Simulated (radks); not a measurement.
Values are calculated unless marked as measured or tabulated.
The praseodymium ion Pr12+, configuration [Ar] 3d10 4s2 4p(1/2: 2, 3/2: 3) 4d10 5s2 (not the ground configuration).

Code: a radial shooting solver on a logarithmic mesh with Libxc functionals. Model: Dirac Kohn-Sham, BLYP, spin-unpolarised, spherical densities, finite nucleus; Fermi nuclear charge, rms radius 4.8919 fm.

Energy parts (hartree):
part                       energy
total                  -9196.2176
kinetic                 9894.7929
electron-nucleus      -22046.1109
Hartree                 3164.3396
exchange-correlation    -209.2392

Orbitals (lengths in bohr, moments of r in powers of bohr):
| orbital | occ. | eigenvalue (hartree) | <1/r> |
|---|---|---|---|
| 1s1/2 | 2 | -1543.967 | 64.69 |
| 2s1/2 | 2 | -255.3940 | 15.28 |
| 2p1/2 | 2 | -241.8794 | 15.27 |
| 2p3/2 | 4 | -224.1461 | 13.77 |
| 3s1/2 | 2 | -61.72402 | 5.530 |
| 3p1/2 | 2 | -55.97129 | 5.444 |
| 3p3/2 | 4 | -52.45296 | 5.072 |
| 3d3/2 | 4 | -42.40243 | 4.939 |
| 3d5/2 | 6 | -41.64406 | 4.844 |
| 4s1/2 | 2 | -18.60091 | 2.344 |
| 4p1/2 | 2 | -16.41444 | 2.249 |
| 4p3/2 | 3 | -15.60737 | 2.129 |
| 4d3/2 | 4 | -11.97935 | 1.944 |
| 4d5/2 | 6 | -11.82904 | 1.916 |
| 5s1/2 | 2 | -7.85056 | 1.103 |

The highest occupied level is 5s1/2 at -213.62 eV. The electron density at the nucleus is 4.174e+05 e/bohr^3. The density falls to 0.001 e/bohr^3 at r = 2.33 bohr.
